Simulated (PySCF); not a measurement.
C3H10OSSi, SMILES C[Si](C)(SC)O (GFN2-xTB optimised geometry):

```
16

C     -0.170     1.205     1.280
S     -1.318     0.610     0.000
Si    -0.821    -1.488     0.000
C     -1.477    -2.348     1.569
C     -1.550    -2.262    -1.569
O      0.816    -1.488     0.000
H     -0.483     0.835     2.251
H     -0.215     2.289     1.263
H      0.832     0.865     1.044
H     -2.547    -2.205     1.681
H     -1.291    -3.418     1.541
H     -0.998    -1.957     2.463
H     -2.619    -2.094    -1.627
H     -1.382    -3.334    -1.588
H     -1.103    -1.836    -2.462
H      1.318    -2.289    -0.123
```

Computed with PBE0/def2-TZVP run with PySCF.

Task: What are the frontier orbital energies and the dipole moment?

Result: HOMO-2 -8.36 eV, HOMO-1 -7.95 eV, HOMO -6.49 eV, LUMO 0.53 eV, LUMO+1 0.86 eV; dipole moment 2.46 D.

On the same geometry PySCF with PBE/def2-TZVP gives HOMO-2 -6.96 eV, HOMO-1 -6.67 eV, HOMO -5.28 eV, LUMO -0.37 eV, LUMO+1 0.01 eV; dipole moment 2.37 D.

Meta-Löwdin charges at PBE0/def2-TZVP: C1 -0.40, S2 -0.22, Si3 1.08, C4 -0.63, C5 -0.63, O6 -0.77, H7 0.13, H8 0.14, H9 0.14, H10 0.14, H11 0.13, H12 0.13, H13 0.14, H14 0.13, H15 0.14, H16 0.35.
